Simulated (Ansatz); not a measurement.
Two isomers of C2H7NSi: A = `CC[Si]N`, B = `C/C=N\[SiH3]`.

Gas-phase electronic energies from Ansatz, PBE0-D4/def2-TZVP geometries. CCSD(T)/CBS is the MP2 limit (def2-TZVPP, def2-QZVPP) plus CCSD(T) − MP2 in def2-TZVPP, frozen cores. Functionals use def2-TZVPP. B3LYP here is the variant with VWN-RPA as its local correlation; programs differ in this. One conformer a species, not always the lowest.

(1) Which is lower in electronic energy at CCSD(T)/CBS, and by how much? (Best estimate.)

(2) Give E(B) − E(A) in kJ/mol with ωB97M-V, B3LYP, r2SCAN-D4, CCSD/def2-TZVPP, CCSD(T)/def2-SVP, MP2/def2-TZVPP, PBE0-D4. (An estimate is asked.)

(3) Does the order hold for the free energy at 298.15 K (harmonic terms from PBE0-D4)? (An estimate is asked.)

Largest T1 diagnostic: 0.013.

## Answers

(1) The calculation gave: A, by 34.2 kJ/mol.

(2) The calculation gave: ωB97M-V 40.0, B3LYP 21.8, r2SCAN-D4 23.6, CCSD/def2-TZVPP 30.9, CCSD(T)/def2-SVP 23.3, MP2/def2-TZVPP 30.6, PBE0-D4 35.9. None reverses the order clearly.

(3) Ansatz gave: Yes: G(B) − G(A) = +12.3 kJ/mol, for one conformer each.

At CCSD(T), def2-SVP lies −10.9 kJ/mol from the extrapolated value and def2-TZVPP −3.3 kJ/mol. Leaving LDA and LC-ωPBE aside and taking each functional with its dispersion term where it has one, the values, not all of them listed here, spread over 18.1 kJ/mol, from BHLYP-D4 to ωB97M-V. LDA lies +15.3 kJ/mol from PBE without D4.
